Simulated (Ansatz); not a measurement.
Sn3H2, relaxed as a singlet with RKS PBE-D4/def2-SVP in Ansatz, starting from the GFN1-xTB geometry. Force threshold 0.02 eV/Å.

In the def2 sets Sn takes a core potential; there is no spin–orbit coupling. The structure comes from a short search, and lower isomers may exist.

Start:

Cartesian coordinates in Å:
```
Sn 1.502 1.048 -0.923
Sn 0.864 1.099 1.872
Sn -0.773 -0.438 0.616
H 0.437 -0.090 -1.821
H -2.031 -1.619 0.255
```

```
        step  energy (eV)  largest force component (eV/Å)  SCF passes
           1  -17526.9679                           0.785          16
           2  -17527.1459                           0.413          26
           3  -17527.2746                           0.364          20
           4  -17527.3502                           0.099          21
           5  -17527.3570                           0.171          20
           6  -17527.3603                           0.054          21
7 (rejected)  -17527.3601                           0.122          21
           8  -17527.3612                           0.021          21
           9  -17527.3614                           0.005          20
```

Force components are those of the run's own axes.

End:

| atom | x (Å) | y (Å) | z (Å) |
| --- | --- | --- | --- |
| Sn1 | 1.469 | 0.992 | -0.977 |
| Sn2 | 0.972 | 1.227 | 1.923 |
| Sn3 | -0.685 | -0.435 | 0.582 |
| H4 | 0.070 | -0.261 | -1.349 |
| H5 | -1.826 | -1.522 | -0.178 |

By distances, no bond broke or formed. The bond that changes most is Sn2–Sn3, from 2.57 to 2.70 Å (atoms count from 1). A close non-bonded pair moves further: Sn3–H4, from 2.74 to 2.08 Å. The end is the same structure that another start reached.

No frequencies were taken in this run, so the end may be a saddle point.

Run time 9.5 s (4 threads of Arm Neoverse N1 on a shared host).
